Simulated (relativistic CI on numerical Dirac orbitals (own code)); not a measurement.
Calculated at this level of theory: Dirac-Coulomb-Breit CI, separate exchange-only KLI orbitals for each configuration, QED by a radiative potential, valence Slater integrals scaled by 0.9, configuration energies shifted to the measured levels that pair with them (semi-empirical) (own radial code, finite nucleus).

Configurations in the expansion (outside the closed core [Ar] 3d10): 4s²4p², 4s4p³, 4s²4p4d, 4p⁴, 4s²4d², 4s4p²4d, 4s²4p4f, 4s²4p5s, 4s4p²4f, 4p²4d², 4s²4p5p, 4s²4f², 4p³4d, 4s²4p5d, 4s²4p6s, 4s4p²5s, 4s4p4d², 4s²4p6p, 4s²4d4f, 4s²4p5f, 4s²4p5g, 4s4p²5p, 4s²4p6d, 4p²4f², 4s²4p6f, 4s²4d5s, 4p³4f, 4s4p4d4f, 4s4p²5d, 4s4p5s5p. Levels of other configurations are missing.

Configurations whose levels could be paired with our table of measured levels were shifted onto them, all but the ground configuration, by the median error of their levels; single terms can still be off by 1,000 to 2,000 cm⁻¹ or more, and rates follow the energies as ν³ (E1, M1) or ν⁵ (E2). The others borrow a shift and can be off by several thousand cm⁻¹ or more. 13 of the 13 excited levels that our extract of the measured tables holds in this range could be paired (the sources list more); they are missed by 762 cm⁻¹ on average and 3514 at most, after the shifts were fitted to these levels, and levels without a partner can miss by more.

Outline of the computed level scheme of Rb VI. Lowest level of each configuration: 4s²4p² ³P0 at 0.0000 eV; 4s4p³ ⁵S°2 at 13.8723 eV; 4s²4p4d ³F°2 at 27.8953 eV; 4p⁴ ³P2 at 38.9669 eV; 4s²4p5s ³P°0 at 39.1188 eV; 4s4p²4d ⁵F1 at 41.2484 eV.

Some strong electric-dipole decays among the lowest 45 levels: 4s4p³ ³S°1 → 4s²4p² ³P2 (1.7e+10 s⁻¹); 4s4p³ ¹P°1 → 4s²4p² ¹D2 (1.5e+10 s⁻¹); 4s4p³ ³S°1 → 4s²4p² ³P1 (8.6e+09 s⁻¹); 4s4p³ ³S°1 → 4s²4p² ³P0 (3.6e+09 s⁻¹); 4s4p³ ¹P°1 → 4s²4p² ³P1 (3.3e+09 s⁻¹); 4s4p³ ¹D°2 → 4s²4p² ¹D2 (3.3e+09 s⁻¹); 4s4p³ ³P°0 → 4s²4p² ³P1 (2.2e+09 s⁻¹); 4s4p³ ¹P°1 → 4s²4p² ¹S0 (1.9e+09 s⁻¹).

LS names give the leading component of a level, which can be under half, so a name can repeat, a term be missing and a line seem to break the LS rules.
